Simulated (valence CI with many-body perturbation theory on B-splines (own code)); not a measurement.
**E1 line list for Ce52+**

Method: relativistic CI+MBPT: four valence electrons over a frozen Dirac-Fock core [He], radial functions for each j: 11 s, 11 p, 9 d, 7 f, 5 g, 2 h, 1 i, with the one-electron correlation potential Σ1, the two-electron term Σ2, the three-electron term Σ3, Breit, model QED; selected CI, second order for the rest (own B-spline code, finite nucleus).

The last digits are not significant, and no measured levels were compared; by estimate large intervals hold to a few tenths of a per cent, small ones and those within an open d or f shell to about a per cent. Among the levels kept, up to 260 cm⁻¹ of a level comes from second order outside the variational space, and about a tenth of that is noise between levels of different J, which matters for small intervals.

Lines 151 to 200 of 274 in falling wavelength, among levels below 56096 × 10³ cm⁻¹, chosen from the strongest by gf and those to the six lowest levels. Wavelengths and rates use the calculated energies. Electric multipoles are in the length gauge, E1 and E2 with the static RPA response of the core. Weak lines are less certain than strong ones. Lines between different terms over intervals too small for the method are left out, as are lines whose strength nearly cancels. The highest levels of a list are the least certain.

Levels are named by their leading jj configuration (3d3/2^4 stands for four electrons in 3d with j = 3/2), which in mixed levels can hold well under half, so a name can repeat and another be missing. Letters in brackets count levels of one name in rising energy.

```tsv
λ vac (Å)	Upper	Lower	A (s⁻¹)	S (a.u.)
2.155	(2s 2p1/2 2p3/2 3p1/2) J=1 [b]	(2s^2 2p3/2^2) J=2	5.59e+13	8.29e-04
2.155	(2s 2p1/2 2p3/2 3d5/2) J=3 [b]	(2s 2p1/2 2p3/2^2) J=3	1.88e+14	6.51e-03
2.155	(2s^2 2p3/2 3d5/2) J=1	(2s^2 2p3/2^2) J=0	5.61e+14	8.31e-03
2.154	(2s^2 2p1/2 3d3/2) J=1	(2s^2 2p1/2 2p3/2) J=1	8.50e+13	1.26e-03
2.154	(2s 2p1/2 2p3/2 3d5/2) J=2 [a]	(2s 2p1/2 2p3/2^2) J=2 [a]	3.18e+14	7.84e-03
2.154	(2s 2p1/2 2p3/2 3d3/2) J=3 [c]	(2s 2p1/2 2p3/2^2) J=3	2.19e+14	7.54e-03
2.153	(2s 2p1/2^2 3d5/2) J=3	(2s 2p1/2^2 2p3/2) J=2	5.20e+14	1.79e-02
2.153	(2s 2p1/2 2p3/2 3d5/2) J=4 [b]	(2s 2p1/2 2p3/2^2) J=3	6.97e+14	3.09e-02
2.151	(2s^2 2p1/2 3d5/2) J=2	(2s^2 2p1/2 2p3/2) J=2	6.02e+13	1.48e-03
2.151	(2s 2p1/2 2p3/2 3d5/2) J=3 [a]	(2s 2p1/2 2p3/2^2) J=2 [a]	6.71e+14	2.31e-02
2.150	(2s^2 2p1/2 3d5/2) J=3	(2s^2 2p1/2 2p3/2) J=2	5.23e+14	1.80e-02
2.149	(2s 2p1/2 2p3/2 3d5/2) J=1 [a]	(2s 2p1/2 2p3/2^2) J=2 [a]	6.37e+13	9.36e-04
2.147	(2s 2p1/2^2 3d5/2) J=2	(2s 2p1/2^2 2p3/2) J=2	2.70e+13	6.60e-04
2.147	(2s^2 2p3/2 3d5/2) J=2	(2s^2 2p3/2^2) J=2	4.35e+14	1.06e-02
2.145	(2s^2 2p1/2 3d5/2) J=2	(2s^2 2p1/2 2p3/2) J=1	5.02e+14	1.22e-02
2.144	(2s 2p1/2 2p3/2 3d3/2) J=2 [c]	(2s 2p1/2 2p3/2^2) J=2 [a]	3.59e+13	8.73e-04
2.142	(2s^2 2p3/2 3d5/2) J=3	(2s^2 2p3/2^2) J=2	8.97e+14	3.04e-02
2.141	(2s 2p1/2 2p3/2 3d5/2) J=3 [b]	(2s 2p1/2 2p3/2^2) J=2 [a]	6.32e+13	2.14e-03
2.140	(2s 2p1/2 2p3/2 3d3/2) J=3 [c]	(2s 2p1/2 2p3/2^2) J=2 [a]	3.24e+13	1.10e-03
2.139	(2s^2 2p3/2 3d5/2) J=1	(2s^2 2p3/2^2) J=2	4.36e+13	6.31e-04
2.138	(2s 2p1/2 2p3/2 3p3/2) J=3 [a]	(2s^2 2p3/2^2) J=2	4.17e+13	1.41e-03
2.138	(2s 2p1/2 2p3/2 3d5/2) J=4 [c]	(2s 2p1/2 2p3/2^2) J=3	1.74e+14	7.54e-03
2.131	(2s 2p1/2 2p3/2 3p3/2) J=2 [a]	(2s^2 2p3/2^2) J=2	2.48e+12	5.92e-05
2.125	(2s 2p1/2 2p3/2 3d5/2) J=3 [c]	(2s 2p1/2 2p3/2^2) J=2 [a]	1.33e+14	4.41e-03
2.124	(2s 2p1/2 2p3/2 3p3/2) J=2 [b]	(2s^2 2p3/2^2) J=2	2.00e+12	4.72e-05
2.118	(2s 2p1/2 2p3/2 3p3/2) J=3 [b]	(2s^2 2p3/2^2) J=2	4.78e+12	1.57e-04
2.114	(2s 2p1/2 2p3/2 3s) J=2 [b]	(2s 2p1/2^2 2p3/2) J=1	2.87e+12	6.70e-05
2.113	(2s 2p1/2^2 3p3/2) J=2	(2s^2 2p1/2 2p3/2) J=1	9.04e+12	2.10e-04
2.109	(2s 2p1/2 2p3/2 3s) J=2 [a]	(2s 2p1/2^2 2p3/2) J=2	1.44e+13	3.34e-04
2.103	(2s 2p1/2 2p3/2 3p3/2) J=3 [c]	(2s^2 2p3/2^2) J=2	4.52e+12	1.45e-04
2.101	(2s 2p1/2 2p3/2 3s) J=1 [a]	(2s 2p1/2^2 2p3/2) J=2	1.31e+13	1.79e-04
2.101	(2s 2p1/2 2p3/2 3s) J=0	(2s 2p1/2^2 2p3/2) J=1	1.42e+13	6.51e-05
2.100	(2s^2 2p3/2 3p3/2) J=2	(2s 2p1/2^2 2p3/2) J=1	1.86e+12	4.24e-05
2.098	(2s 2p1/2 2p3/2 3s) J=1 [b]	(2s 2p1/2^2 2p3/2) J=1	3.43e+12	4.69e-05
2.098	(2s 2p1/2 2p3/2 3s) J=3	(2s 2p1/2^2 2p3/2) J=2	1.46e+13	4.66e-04
2.097	(2s 2p1/2 2p3/2 3s) J=1 [c]	(2s 2p1/2^2 2p3/2) J=1	2.11e+13	2.88e-04
2.094	(2s 2p1/2 2p3/2 3s) J=2 [c]	(2s 2p1/2^2 2p3/2) J=1	1.25e+13	2.84e-04
2.091	(2s 2p1/2 2p3/2 3s) J=2 [b]	(2s 2p1/2^2 2p3/2) J=2	5.80e+12	1.31e-04
2.091	(2s^2 2p1/2 3s) J=1	(2s^2 2p1/2^2) J=0	2.06e+13	2.79e-04
2.089	(2s^2 2p3/2 3p3/2) J=0	(2s 2p1/2^2 2p3/2) J=1	9.75e+12	4.39e-05
2.088	(2s^2 2p3/2 3s) J=2	(2s^2 2p1/2 2p3/2) J=2	1.19e+13	2.66e-04
2.086	(2s^2 2p3/2 3s) J=1	(2s^2 2p1/2 2p3/2) J=2	1.85e+13	2.48e-04
2.082	(2s^2 2p3/2 3s) J=2	(2s^2 2p1/2 2p3/2) J=1	6.52e+12	1.45e-04
2.082	(2s^2 2p3/2 3p3/2) J=3	(2s 2p1/2^2 2p3/2) J=2	4.85e+12	1.51e-04
2.080	(2s^2 2p3/2 3s) J=1	(2s^2 2p1/2 2p3/2) J=1	5.02e+12	6.68e-05
2.071	(2s 2p1/2 2p3/2 3s) J=2 [c]	(2s 2p1/2^2 2p3/2) J=2	2.03e+12	4.46e-05
2.024	(2s 2p1/2 2p3/2 3d3/2) J=2 [b]	(2s 2p1/2^2 2p3/2) J=1	1.67e+13	3.42e-04
2.023	(2s 2p1/2 2p3/2 3d3/2) J=1 [b]	(2s 2p1/2^2 2p3/2) J=1	1.88e+13	2.30e-04
2.022	(2s 2p1/2 2p3/2 3d5/2) J=2 [a]	(2s 2p1/2^2 2p3/2) J=1	2.25e+12	4.59e-05
2.021	(2s 2p1/2 2p3/2 3p1/2) J=1 [a]	(2s^2 2p1/2 2p3/2) J=2	1.29e+13	1.58e-04
```
